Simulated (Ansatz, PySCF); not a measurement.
The pair A = H2S (SMILES S) (first 3 atoms), B = CH3Cl (SMILES CCl); geometry from B3LYP-D3(BJ)/def2-TZVP.
(charge 0, multiplicity 1):
| atom | x (Å) | y (Å) | z (Å) |
|---|---|---|---|
| S | -1.9933 | -0.3872 | -0.4380 |
| H | -1.2636 | 0.6439 | -0.8930 |
| H | -0.9095 | -1.0126 | 0.0551 |
| C | -0.3934 | -0.1545 | 3.0896 |
| Cl | 0.7680 | -1.1864 | 2.1830 |
| H | -0.7880 | -0.7379 | 3.9157 |
| H | 0.1439 | 0.7151 | 3.4553 |
| H | -1.1857 | 0.1361 | 2.4059 |

Correlated levels freeze the cores. CBS: X⁻³ extrapolation of the correlation energy, Hartree–Fock from the larger set. MP2 and its Hartree–Fock in aug-cc-pV(T+d)Z are density fitted.

The values were computed with Ansatz (a first-principles code); PySCF for the dispersion terms. Each number belongs to the level named beside it.

The monomers are drawn apart, rigid, along the line of their centres of mass. Counterpoise-corrected interaction energies (kcal/mol):

```tsv
level	R = 4.850 Å	R = 5.936 Å
PBE/def2-TZVPPD	-0.8820	-0.3052
PBE-D3(BJ)/def2-TZVPPD	-1.2805	-0.4278
wB97M-V/def2-TZVPPD	-1.0542	-0.3856
MP2/CBS(aug-cc-pV(D+d)Z, aug-cc-pV(T+d)Z) + ΔCCSD(T)/aug-cc-pV(D+d)Z	-1.0871	-0.3829
```

Problem. R is the distance of the centres of mass. Find the local exponent m of E ∝ R⁻ᵐ between the two points.

Solution. 
m = ln(E₁/E₂)/ln(R₂/R₁): PBE/def2-TZVPPD 5.3; PBE-D3(BJ)/def2-TZVPPD 5.4; wB97M-V/def2-TZVPPD 5.0; MP2/CBS(aug-cc-pV(D+d)Z, aug-cc-pV(T+d)Z) + ΔCCSD(T)/aug-cc-pV(D+d)Z 5.2. For scale, two fixed dipoles give m = 3, dipole and quadrupole 4, quadrupoles 5, and dispersion or dipole-induced dipole 6 at long range; at these distances several terms mix, and what is left of overlap and damping shifts m, so it need not match one of them.
